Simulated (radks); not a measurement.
The cadmium ion Cd9+, 39 electrons, occupied as [Kr] 4d3. All-electron calculation, Dirac Kohn-Sham, PBE, spin-unpolarised, spherical densities, point nucleus; open shells fill j = l - 1/2 first. Program: a radial shooting solver on a logarithmic mesh with Libxc functionals.

Normalised radial functions P(r) = r R(r) (large component), r in bohr:

```
   r/bohr * 3p3/2, o 3d5/2, + 5s1/2 (the largest magnitude, 1.83, reaches the edge; | marks zero, & curves that meet)
 0.003079                             &+
 0.003528                             &+
 0.004042                             &+
  0.00463                             &+
 0.005305                             & +
 0.006078                             o*+
 0.006963                             o*+
 0.007978                             o*+
  0.00914                             o*+
  0.01047                             o &
    0.012                             o &
  0.01363                             o +*
  0.01562                             o +*
   0.0179                             o + *
   0.0205                             o +  *
  0.02349                             o +   *
  0.02691                             |&     *
  0.03083                             |&       *
  0.03533                             +o        *
  0.04047                             + o        *
  0.04637                            +| o          *
  0.05312                           + |  o          *
  0.06086                          +  |   o          *
  0.06973                          +  |    o         *
  0.07925                         +   |      o       *
   0.0908                         +   |        o   *
    0.104                          +  |          &
   0.1192                          +  |      *      o
   0.1365                            +| *              o
   0.1564                         *   +                  o
   0.1792                   *         | +                   o
   0.2053             *               |   +                   o
   0.2352       *                     |    +                    o
   0.2695    *                        |     +                   o
   0.3088  *                          |    +                   o
   0.3538   *                         |  +                    o
   0.4053     *                       +                    o
   0.4606         *                +  |                o
   0.5278             *         +     |             o
   0.6046                  *  +       |         o
   0.6927                     +*      |      o
   0.7936                       + *   |   o
   0.9093                           & | o
    1.042                            *|o +
    1.193                             *o      +
    1.367                             &           +
    1.567                             &             +
    1.795                             &             +
    2.056                             &          +
    2.337                             &        +
    2.677                             &    +
    3.068                             &  +
    3.514                             &+
    4.026                             &
    4.613                             &
    5.285                             &
```

3p3/2: eigenvalue -761.79 eV, 1 radial node at r = 0.144 bohr, <r> = 0.359 bohr, 90 % of the charge inside 0.540 bohr. 3d5/2: eigenvalue -562.76 eV, 0 radial nodes, <r> = 0.335 bohr, 90 % of the charge inside 0.528 bohr. 5s1/2 (empty): eigenvalue -114.94 eV, 4 radial nodes at r = 0.0381, 0.151, 0.406, 0.975 bohr, <r> = 1.71 bohr, 90 % of the charge inside 2.38 bohr.
